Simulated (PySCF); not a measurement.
A structure optimised at PBE0-D3(BJ)/def2-SVP, used in a PySCF frequency run:

```xyz
13

Te    -0.0960    -0.1084     0.8778
C     -0.6012    -1.8626    -0.3071
C     -1.1443    -1.5404    -1.6806
H     -1.3327    -2.3970     0.3208
H      0.3105    -2.4738    -0.3576
H     -0.4096    -0.9579    -2.2582
H     -2.0781    -0.9607    -1.6251
H     -1.3492    -2.4670    -2.2423
S      1.2599     0.9832    -0.7796
C      0.0900     2.0964    -1.6141
H     -0.7110     1.5402    -2.1189
H      0.6807     2.6400    -2.3677
H     -0.3427     2.8206    -0.9111
```

Q: Write its SMILES and formula.

A: CC[Te]SC, C₃H₈STe

Q: What are its rotational constants (standard atomic weights)?

A: 2.4105, 1.6722, 1.1401 GHz
